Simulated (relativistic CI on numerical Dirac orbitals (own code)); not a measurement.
## What each ingredient does to the levels of Zn²³⁺

Base calculation: Dirac-Coulomb-Breit CI, KLI orbitals optimised for each configuration, model QED (radiative potential, 1s self-energy scaled to tabulated hydrogen-like ionisation energies), unscaled Slater integrals.

CI space (outside the closed core 1s2): 2s²2p³, 2s2p⁴, 2p⁵, 2p⁴3s, 2p⁴3p, 2p⁴3d, 2s²2p²3s, 2s²2p²3p, 2s²2p²3d, 2s2p³3s, 2s2p³3p, 2s2p³3d, 2s²2p²4s, 2s²2p²4p, 2s²2p²4d, 2s²2p²4f. Levels of other configurations are missing.

The lowest level and the first level of each name with at least 55 % of one term (blank where a level has no safe partner in the second run):

| Level | Base (cm⁻¹) | Shift (cm⁻¹) |
| --- | --- | --- |
| 2s²2p³ ⁴S°3/2 | 0 | 0 |
| 2s²2p³ ²D°3/2 | 190007 | -1547 |
| 2s²2p³ ²D°5/2 | 257380 | -5379 |
| 2s²2p³ ²P°1/2 | 359057 | +22192 |
| 2s²2p³ ²P°3/2 | 502395 | +16496 |
| 2s2p⁴ ⁴P5/2 | 957589 | -7477 |
| 2s2p⁴ ⁴P3/2 | 1085777 | -7381 |
| 2s2p⁴ ⁴P1/2 | 1112247 | -7547 |
| 2s2p⁴ ²D3/2 | 1337581 | -4220 |
| 2s2p⁴ ²D5/2 | 1380303 | -4496 |
| 2s2p⁴ ²S1/2 | 1527396 | -5666 |
| 2s2p⁴ ²P3/2 | 1593081 | -2194 |
| 2s2p⁴ ²P1/2 | 1779698 | -3594 |
| 2p⁵ ²P°3/2 | 2473606 | -35167 |

At this charge energies of transitions that change n are usually good to better than 1 %, and those within a shell (Δn = 0) to a few per cent.

(1) One thing was changed in a second run, which moved the levels as shown. Which?
A. one mean potential for all configurations
B. Breit term removed
C. QED terms removed
D. configuration mixing switched off
E. valence Slater integrals scaled by 0.9

Results:

(1) D. Configuration mixing switched off. Without mixing, levels that were pushed by configurations of the same parity and J return to their single-configuration places.

LS names give the leading component of a level, which can be under half, so a name can repeat, a term be missing and a line seem to break the LS rules.
